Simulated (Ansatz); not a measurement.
Ga7N7⁻, a nanocrystal cut from zinc blende GaN (bare). Total charge -1; doublet. Geometry r2SCAN-D4/def2-SVP, that of the neutral singlet; atoms count from 1.

```xyz
14

N     2.137   -1.940    0.521
N    -0.526    2.821   -1.381
N     1.160    1.144    0.967
N     0.493   -0.336   -1.799
N    -0.828   -2.811   -0.130
N    -1.851    0.259    0.308
N    -0.171   -1.353    2.598
Ga    0.138    1.339   -2.430
Ga    1.660   -0.335   -0.222
Ga    0.449   -2.415    1.183
Ga    0.742    2.677    0.072
Ga   -1.980    1.876   -0.525
Ga   -0.416    0.192    1.645
Ga   -1.008   -1.118   -0.807
```

Single mean-field runs in def2-TZVP are fitted with def2-universal-jkfit. The charge -1 doublet is spin-contaminated (final ⟨S²⟩ up to 2.73, 0.75 for a pure state).

Estimate the Mulliken populations from the PBE0/def2-TZVP orbitals of Ansatz.


```csv
atom,charge (e),spin (α − β)
N1,-0.35,-0.85
N2,-0.40,0.25
N3,-0.37,0.11
N4,-0.39,0.07
N5,-0.35,-0.86
N6,-0.37,0.11
N7,-0.50,-0.31
Ga8,0.14,0.72
Ga9,0.37,0.06
Ga10,0.28,0.13
Ga11,0.12,0.72
Ga12,0.12,0.72
Ga13,0.32,0.04
Ga14,0.37,0.06
```
Mulliken values depend strongly on the basis.

Where does the spin sit?

Summed by element: N -1.47, Ga 2.47, of 1 unpaired in all. Largest on single atoms: N5 -0.86, N1 -0.85, Ga8 0.72.

And the Mayer bond orders between heavy atoms (over 0.3)?

N1–Ga9 1.18 (1.83 Å); N1–Ga10 1.02 (1.87 Å); N2–Ga8 1.02 (1.93 Å); N2–Ga11 0.99 (1.93 Å); N2–Ga12 0.99 (1.93 Å); N3–Ga9 0.93 (1.96 Å); N3–Ga11 1.21 (1.82 Å); N3–Ga13 0.85 (1.96 Å); N4–Ga8 1.17 (1.82 Å); N4–Ga9 0.91 (1.96 Å); N4–Ga14 0.91 (1.96 Å); N5–Ga10 1.02 (1.87 Å); N5–Ga14 1.18 (1.83 Å); N6–Ga12 1.20 (1.82 Å); N6–Ga13 0.85 (1.96 Å); N6–Ga14 0.94 (1.96 Å); N7–Ga10 1.29 (1.87 Å); N7–Ga13 1.34 (1.83 Å).
